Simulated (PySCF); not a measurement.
## Correlation energy of P²⁺ (phosphorus, charge +2)

[Ne] 3s1 3p2, 3s spin antiparallel (an excited configuration). Computed with PySCF 2.14 in aug-cc-pCVTZ-DK with one added diffuse shell each of s, p, d, f type (9s8p6d4f, 91 functions), with the spin-free X2C one-electron Hamiltonian (Gaussian nucleus). Frozen: 1s2; 11 electrons correlated.

MP2 pair energies summed by pair of shells (mhartree):

| pair | energy | share (%) |
| --- | --- | --- |
| 2p-2p | -186.70 | 50.6 |
| 3s-3p | -70.70 | 19.2 |
| 2s-2p | -58.50 | 15.9 |
| 2p-3p | -18.69 | 5.1 |
| 2p-3s | -12.97 | 3.5 |
| 2s-2s | -9.73 | 2.6 |
| 3p-3p | -7.18 | 1.9 |
| 2s-3p | -2.89 | 0.8 |
| 2s-3s | -1.56 | 0.4 |

Total MP2 correlation energy: -368.92 mhartree.

Same-spin part -87.81 and opposite-spin part -281.12 mhartree; SCS-MP2 scales them by 1/3 and 6/5 to -366.61 mhartree.
